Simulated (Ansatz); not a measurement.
`BC(C)C` + `CCO` → `BOCC` + `CCC` at 400 K and 1 bar (ligand exchange at a B–C bond).

Calculated with Ansatz (gas phase, PBE0-D4/def2-TZVP geometries, no zero-point term in ΔE). CBS: MP2 limit from def2 TZ/QZ plus the TZ coupled-cluster correction, frozen cores. Each species was taken in one conformer, which may not be the lowest.

```csv
species,CCSD(T)/CBS energy (Eh),H − E (kJ/mol),S (J/(mol·K))
`BC(C)C`,-144.34943,326.0,339.5
`CCO`,-154.88256,231.6,290.7
`BOCC`,-180.31191,268.4,327.0
`CCC`,-118.98051,294.1,291.8
```

H − E and S are ideal-gas, rigid-rotor, harmonic terms from PBE0-D4/def2-TZVP, for one conformer and one mirror image of each species. 1 Eh = 2625.50 kJ/mol, R = 8.31446 J/(mol·K).

Question: By hand: ΔE, ΔH, ΔS and ΔG.

Answer: ΔE = (-180.31191) + (-118.98051) − (-144.34943) − (-154.88256) = -0.06043 Eh = -158.7 kJ/mol. Δ(H − E) = 268.4 + 294.1 − 326.0 − 231.6 = 4.9, so ΔH = -153.8 kJ/mol. ΔS = 327.0 + 291.8 − 339.5 − 290.7 = -11.4 J/(mol·K). ΔG = -153.8 − 400 × (-11.4)/1000 = -149.2 kJ/mol.

Question: By hand: the equilibrium constant, and the temperature at which ΔG would vanish if ΔH and ΔS stayed fixed.

Answer: log₁₀ K = −ΔG/(RT ln 10) = 19.5. ΔG = 0 at ΔH/ΔS = 13491 K, far beyond where these terms or the molecules hold.

The number of gas molecules stays the same, so ΔS is small and ΔH decides. A doubt of 5 kJ/mol in ΔE shifts log₁₀ K by 0.7 here. Other conformers and mirror images would add mixing entropy, several J/(mol·K) or more a flexible species. These are equilibria of isolated gas molecules and say nothing of rates. Largest T1 diagnostic: 0.013 (customary marks: 0.02 for closed shells, 0.045 for open ones).
